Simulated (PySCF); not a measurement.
# Polarisability and C₆ of Tl (thallium, neutral)

[Xe] 4f14 5d10 6s2 6p1, 2P determinant. Calculation: PySCF 2.14, in aug-cc-pVQZ-PP with one added diffuse shell each of s, p, d, f, g type with ECP60MDF (8s8p6d4f3g, 117 functions); scalar relativity through the core potential. Coupled (time-dependent) response in atomic units; α is the mean over directions.

```json
{"method": "UHF", "mean α (bohr³)": "76.81", "α xx, yy, zz": "56.29, 117.9, 56.29", "C₆ (like pair)": "833.8", "S(−4)": "3923"}
{"method": "PBE", "mean α (bohr³)": "86.27", "α xx, yy, zz": "59.03, 140.8, 59.03", "C₆ (like pair)": "891.5", "S(−4)": "6681"}
```

S(−4) is the Cauchy moment in α(ω) = α(0) + S(−4) ω² + …

Reference α: 50 ± 2 bohr³ (recommended; Schwerdtfeger and Nagle, table of static dipole polarizabilities (2023 update)). Published C₆: 509.0 (Gould and Bucko (2016)).

Spin-orbit coupling is absent.

α(iu) at PBE:

| u (hartree) | α(iu) (bohr³) |
| --- | --- |
| 0 | 86.27 |
| 0.0500 | 73.47 |
| 0.100 | 54.94 |
| 0.200 | 33.34 |
| 0.300 | 23.05 |
| 0.500 | 13.65 |
| 0.750 | 8.747 |
| 1.00 | 6.308 |
| 1.50 | 3.878 |
| 2.00 | 2.662 |
| 3.00 | 1.473 |
| 5.00 | 0.6292 |

A single London oscillator, α(iu) = α/(1 + u²/ω²), gives C₆ = (3/4) ω α². Matching the computed C₆ needs ω = 4 × 891.5 / (3 × 86.27²) = 0.160 hartree.

The components differ because the open shell of this determinant is not spherical; for a pure term their mean is the scalar polarisability.

Energies and moments cover only the electrons outside the core potential. Spin-orbit coupling, absent here, splits the open shell strongly.
